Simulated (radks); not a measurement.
Q: Ionisation of the rubidium ion Rb3+, [Ar] 3d10 4s2 4p4, to [Ar] 3d10 4s2 4p3 as the strength of local exchange is varied. Calculated with a radial shooting solver on a logarithmic mesh with Libxc functionals: Dirac Kohn-Sham, Slater X-alpha exchange (alpha = 2/3 is LDA exchange), no correlation, spin-unpolarised, spherical densities, finite nucleus; open shells fill j = l - 1/2 first; Fermi nuclear charge, rms radius 4.2036 fm.

alpha  E(Rb3+) (hartree)  exchange (hartree)  IE (eV)  -e of the level emptied (eV)  <r> of it (bohr)
0.667        -2972.06396           -92.91109   51.769                44.962 (4p3/2)             1.588
0.688        -2974.99052           -95.92259   52.173                45.353 (4p3/2)             1.583
0.689        -2975.12994           -96.06613   52.192                45.372 (4p3/2)             1.583
0.866        -2999.90226          -121.65976   55.665                48.741 (4p3/2)             1.544
0.985        -3016.66218          -139.07651   58.063                51.074 (4p3/2)             1.519
1.035        -3023.72935          -146.44476   59.085                52.069 (4p3/2)             1.509
1.036        -3023.87084          -146.59243   59.106                52.089 (4p3/2)             1.509
x            -2989.66278          -111.05897   54.219                47.337 (4p3/2)             1.560

Which alpha was used in the last row?

A: alpha = 0.793. NIST Atomic Spectra Database: 52.2 +/- 0.25 eV (semi-empirical). The Delta-SCF value meets it near alpha = 0.69. Spin polarisation and multiplet splitting are left out, so open shells lie too high by an amount that depends on their filling.

Beside tabulated values, note that spin-unpolarised runs miss the spin-polarisation part of the exchange energy of open shells.
